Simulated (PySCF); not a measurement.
## ORD: `CO[C@@H]1[CH2][GeH2][C@@H]1F`, C₄H₉FGeO

Geometry:
| atom | x (Å) | y (Å) | z (Å) |
| --- | --- | --- | --- |
| C1 | 2.196 | 0.483 | -0.021 |
| O2 | 0.962 | -0.052 | -0.437 |
| C3 | 0.135 | -0.542 | 0.598 |
| C4 | -0.942 | -1.348 | -0.137 |
| Ge5 | -1.822 | 0.388 | -0.550 |
| C6 | -0.755 | 0.590 | 1.133 |
| F7 | -0.095 | 1.743 | 1.484 |
| H8 | 2.778 | -0.271 | 0.523 |
| H9 | 2.074 | 1.366 | 0.611 |
| H10 | 2.726 | 0.761 | -0.930 |
| H11 | 0.729 | -1.081 | 1.349 |
| H12 | -1.519 | -1.967 | 0.546 |
| H13 | -0.522 | -1.966 | -0.924 |
| H14 | -3.329 | 0.516 | -0.462 |
| H15 | -1.322 | 1.128 | -1.750 |
| H16 | -1.302 | 0.263 | 2.024 |

Method: TDDFT LC-wPBE/aug-cc-pVDZ circular dichroism and optical rotation, one conformer, gas phase (PySCF 2.14.0). Geometry: GFN2-xTB.

The molecule is flexible and this is one conformer; a measurement averages over conformers. The calculation is non-relativistic, which matters for the atoms heavier than Zn.

Stereocentres: C3 R, C6 S.

**Question.** What is the specific rotation at 633, 589.3, 546, 436, 405, 365, 355 nm?

**Answer.** [α] in deg dm⁻¹ (g/mL)⁻¹:
| λ (nm) | origin-invariant length gauge | modified velocity gauge | length gauge (centre of mass) | isotropic polarisability (au) |
| --- | --- | --- | --- | --- |
| 633 | +34.3 | +32.5 | +34.3 | 82.5 |
| 589.3 | +40.0 | +37.9 | +39.9 | 82.8 |
| 546 | +47.1 | +44.6 | +47.0 | 83.1 |
| 436 | +77.2 | +72.9 | +77.1 | 84.7 |
| 405 | +91.3 | +86.2 | +91.2 | 85.4 |
| 365 | +116.5 | +109.8 | +116.3 | 86.6 |
| 355 | +124.5 | +117.3 | +124.3 | 87.0 |

**Question.** And for the mirror image at 589.3 nm?

**Answer.** -40.0 deg dm⁻¹ (g/mL)⁻¹ (origin-invariant length gauge): the same size and the opposite sign.

**Question.** What is the molar rotation [Φ] = [α]·M/100 of the geometry above at 589.3 nm?

**Answer.** With M = 164.74 g/mol, +65.8 deg cm² dmol⁻¹ (origin-invariant length gauge).

The first excitation lies at 7.12 eV (174 nm) with R = +21.4 × 10⁻⁴⁰ esu² cm² (velocity form).
